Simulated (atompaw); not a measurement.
An all-electron radial function and its pseudo partner (Be (Z = 4))

Columns: radius, all-electron u(r) and pseudo u(r) of the 2s shell (level -9.50 eV) of beryllium in the configuration [He] 2s1.5 2p0; PBE, scalar-relativistic, PAW (atompaw) scheme, atompaw 4.2.0.5.

```csv
r (bohr),all-electron,pseudo
0.108,-0.2208,0.0735
0.215,-0.2725,0.1453
0.323,-0.2355,0.2159
0.431,-0.1534,0.2838
0.538,-0.0527,0.3476
0.646,0.0540,0.4077
0.754,0.1574,0.4629
0.862,0.2530,0.5126
0.969,0.3376,0.5562
1.077,0.4119,0.5942
1.185,0.4756,0.6260
1.292,0.5291,0.6514
1.400,0.5732,0.6711
1.508,0.6079,0.6849
1.615,0.6335,0.6932
1.723,0.6514,0.6966
1.831,0.6620,0.6953
1.938,0.6661,0.6899
2.046,0.6648,0.6810
2.154,0.6585,0.6690
2.262,0.6482,0.6544
2.369,0.6346,0.6378
2.477,0.6181,0.6195
2.585,0.5993,0.5997
2.692,0.5790,0.5791
2.800,0.5573,0.5573
```

Question: How many radial nodes do the two functions have?

Answer: The all-electron 2s function has n − l − 1 = 1; the pseudo-wave has 0, since the states of the same l below it are removed with the core.

Question: Where does each function peak?

Answer: Outermost all-electron maximum near 1.94 bohr, pseudo maximum near 1.72 bohr (to the table’s step).

Question: Is the pseudo-wave norm-conserving?

Answer: No, it belongs to a PAW set: the norm inside the radius is not constrained, and the difference is carried by the augmentation charge.
